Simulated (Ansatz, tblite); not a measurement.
Cost and result up the ladder for Ge19AsH36⁻ (56 atoms). Charge -1, multiplicity 1. Geometry: PBE-D4/def2-SVP.

Cartesian coordinates in Å:
```
Ge -0.094 -0.882 4.461
Ge -3.463 1.132 3.489
As 0.051 2.422 2.078
Ge 3.483 -0.434 2.601
Ge 0.815 -2.729 0.284
Ge 4.706 -1.676 -0.694
Ge -3.411 3.554 0.249
Ge -1.377 -0.245 -0.385
Ge -2.601 2.445 -3.270
Ge 0.724 0.432 -1.393
Ge 2.124 -3.007 -3.545
Ge -1.161 -1.208 -4.506
Ge 2.328 -0.700 4.745
Ge -4.338 3.180 2.486
Ge -1.070 1.305 3.972
Ge 3.154 -2.352 1.095
Ge 4.421 -3.042 -2.702
Ge -3.060 1.500 -1.048
Ge -2.407 0.815 -5.085
Ge 1.032 -0.820 -3.479
H -0.781 -1.372 5.778
H -0.454 -1.878 3.328
H -4.224 0.827 4.818
H -3.746 -0.053 2.522
H 1.318 2.664 2.922
H -0.533 3.789 2.499
H 4.979 -0.135 2.965
H 2.938 0.896 1.991
H 0.345 -3.262 1.724
H 1.210 -4.181 -0.276
H 6.224 -1.739 -0.311
H 4.462 -0.210 -1.175
H -2.082 4.354 0.391
H -4.404 4.498 -0.507
H -1.398 -0.355 1.162
H -1.992 -1.519 -1.023
H -1.281 3.268 -3.221
H -3.726 3.453 -3.671
H 1.937 0.361 -0.437
H 0.585 1.930 -1.855
H 1.239 -4.053 -2.820
H 2.141 -3.396 -5.063
H -2.048 -2.071 -3.562
H -0.979 -2.038 -5.818
H 2.578 0.488 5.733
H 2.826 -1.981 5.486
H -4.034 4.381 3.435
H -5.893 3.084 2.384
H -0.942 2.211 5.241
H 3.997 -3.461 1.837
H 4.813 -4.531 -2.436
H 5.342 -2.564 -3.874
H -4.500 0.886 -1.170
H -3.845 0.420 -5.553
H -1.724 1.489 -6.317
H 1.796 0.109 -4.482
```

Ansatz on 11 threads of AMD EPYC 7R13 on a shared host and a whole NVIDIA H100 80GB HBM3; xTB runs through tblite on one thread. Times are rough, summed over both states, and most runs start from the orbitals of an earlier one. PBE0-D4/def2-TZVP serves as the yardstick here, not as an exact answer. The other state is a doublet.

The xTB rows come from tblite. Single mean-field runs in def2-TZVP are fitted with def2-universal-jkfit.

Raw xTB energies of ions are shifted by several eV.

```csv
level,functions,wall time,vertical IE (eV),difference from PBE0-D4/def2-TZVP (eV)
GFN2-xTB,216,1.2 s,8.41,4.58
GFN1-xTB,252,1.4 s,10.17,6.33
PBE-D4/def2-TZVP (with forces),1176,20 s,3.80,-0.04
r2SCAN-D4/def2-TZVP,1176,23 s,3.78,-0.06
PBE0-D4/def2-TZVP,1176,35 s,3.84,0.00
```
